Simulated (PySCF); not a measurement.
C3H10NSi, SMILES CC(C)[N][SiH3] (connectivity only; charge and spin as stated), charge -1, multiplicity 1.

Geometry optimised at PBE0-D3(BJ)/def2-SVPD. The multiplicity is an assumed one; other spin states were not compared. The isomer is the one that the SMILES or the coordinates give; other isomers of the formula were not compared. The values are those of a single conformer.

These are PBE0-D3(BJ)/def2-SVPD run with PySCF values and carry that method's errors.

Frequencies are harmonic and unscaled.

List the normal modes with their intensities. (An estimate is asked for; the answer gives what the named calculation found.)


```csv
mode,ν (cm⁻¹),IR (km/mol),moving atoms (share of kinetic energy)
1,61,2.0,"H 33 %, N 31 %, C 24 %, Si 12 %"
2,121,0.9,H 89 %
3,150,3.6,"H 32 %, N 30 %, C 21 %, Si 17 %"
4,224,0.1,H 97 %
5,265,0.5,H 90 %
6,345,1.3,"C 42 %, H 41 %, Si 11 %"
7,420,5.8,"C 40 %, H 32 %, N 23 %"
8,462,2.1,"C 44 %, H 41 %, N 10 %"
9,668,56.0,"H 77 %, N 11 %, Si 11 %"
10,705,53.9,"H 70 %, C 15 %, Si 15 %"
11,755,53.4,"H 36 %, N 34 %, C 17 %, Si 13 %"
12,873,8.7,"C 48 %, H 42 %"
13,893,1.7,"H 79 %, C 20 %"
14,904,54.4,"H 87 %, C 9 %"
15,914,22.7,"H 73 %, C 24 %"
16,955,79.1,H 96 %
17,986,292.3,"H 90 %, Si 8 %"
18,1075,57.5,"H 51 %, C 24 %, N 19 %"
19,1125,6.3,"C 54 %, H 45 %"
20,1149,0.4,"C 52 %, H 46 %"
21,1262,205.5,"N 46 %, H 38 %, C 12 %"
22,1317,21.7,"H 77 %, C 22 %"
23,1327,194.9,"H 57 %, C 34 %, N 9 %"
24,1340,47.0,"H 66 %, C 32 %"
25,1348,36.1,"H 73 %, C 27 %"
26,1432,1.1,H 96 %
27,1445,5.4,H 95 %
28,1447,0.3,H 95 %
29,1468,5.9,H 95 %
30,1918,422.8,H 96 %
31,1973,398.5,H 97 %
32,2105,299.7,H 97 %
33,2756,215.5,H 93 %
34,2987,78.4,H 97 %
35,3002,123.5,H 97 %
36,3079,27.1,"H 91 %, C 9 %"
37,3090,97.3,"H 91 %, C 9 %"
38,3114,35.5,"H 91 %, C 9 %"
39,3122,48.1,"H 91 %, C 9 %"
```
